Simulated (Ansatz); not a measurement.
Consider the silylene loss: `[SiH3][GeH2][SiH2][GeH2][SiH2][GeH3]` → `[GeH3][SiH2][GeH2][SiH2][GeH3]` + `[SiH2]`.

Gas-phase electronic energies from Ansatz, PBE0-D4/def2-TZVP geometries. CCSD(T)/CBS is the MP2 limit (def2-TZVPP, def2-QZVPP) plus CCSD(T) − MP2 in def2-TZVPP, frozen cores. This one scheme is used for every species. Functionals use def2-TZVPP. For Ge outer-core shells are correlated without core-valence functions, which leaves a few kJ/mol of doubt a bond. Scalar relativity is left out up to krypton. One conformer a species, not always the lowest.

| level | ΔE (kcal/mol) |
| --- | --- |
| BLYP-D4 | 59.8 |
| r2SCANh-D4 | 67.7 |
| r2SCAN0-D4 | 67.9 |
| r2SCANh | 66.6 |
| RPA@PBE/def2-TZVPP | 56.2 |
| CCSD(T)/def2-TZVPP | 60.9 |
| HF/def2-QZVPP | 54.0 |
| MP2/CBS(def2) | 67.2 |

(1) What does CCSD(T)/CBS give? (Best estimate.)

Largest T1 diagnostic among the species: 0.014.

Answers

(1) The calculation gave: +62.8 kcal/mol. The listed levels differ from it by -3.0, 4.9, 5.1, 3.8, -6.6, -1.9, -8.8, 4.4 kcal/mol.

Leaving LDA and LC-ωPBE aside and taking each functional with its dispersion term where it has one, the values spread over 8.2 kcal/mol, from BLYP-D4 to r2SCAN0-D4. LDA lies +8.5 kcal/mol from PBE without D4. From PBE to PBE0 (25 % exact exchange), in def2-TZVPP and without D4, ΔE moves by +1.7 kcal/mol. In def2-TZVPP, CCSD(T) changes the Hartree–Fock value by +6.7 kcal/mol (the triples alone add +1.5 kcal/mol) and MP2 by +11.2 kcal/mol.
